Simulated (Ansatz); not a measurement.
Reaction (redistribution): `C[CH2][AlH][Br]` + `[CH3][Al]([F])[F]` → `[CH3][AlH][Br]` + `C[CH2][Al]([F])[F]`

Isolated molecules relaxed with PBE0-D4/def2-TZVP in Ansatz; ΔE leaves out vibrations. CCSD(T)/CBS is the MP2 limit (def2-TZVPP, def2-QZVPP) plus CCSD(T) − MP2 in def2-TZVPP, frozen cores. Functionals use def2-TZVPP. B3LYP here is the variant with VWN-RPA as its local correlation; programs differ in this. HSE06 is defined as in plane-wave codes. For Br outer-core shells are correlated without core-valence functions, which leaves a few kJ/mol of doubt a bond. Scalar relativity is left out up to krypton. Each species was taken in one conformer, which may not be the lowest.

```json
{"level": "PBE-D4", "ΔE (eV)": "0.02"}
{"level": "B3LYP-D4", "ΔE (eV)": "0.02"}
{"level": "BHLYP-D4", "ΔE (eV)": "0.02"}
{"level": "PBE0", "ΔE (eV)": "0.01"}
{"level": "r2SCANh", "ΔE (eV)": "0.02"}
{"level": "HSE06", "ΔE (eV)": "0.01"}
{"level": "HF/def2-QZVPP", "ΔE (eV)": "0.00"}
{"level": "MP2/def2-QZVPP", "ΔE (eV)": "0.03"}
```

Task: What does CCSD(T)/CBS give? (An estimate is asked.)

Result: The calculation gave: +0.03 eV. The listed levels differ from it by -0.01, -0.01, -0.01, -0.02, -0.01, -0.02, -0.03, 0.00 eV.

Largest T1 diagnostic among the species: 0.012.

Leaving LDA and LC-ωPBE aside and taking each functional with its dispersion term where it has one, the values, not all of them listed here, spread over 0.01 eV, from B2PLYP to B97M-V.
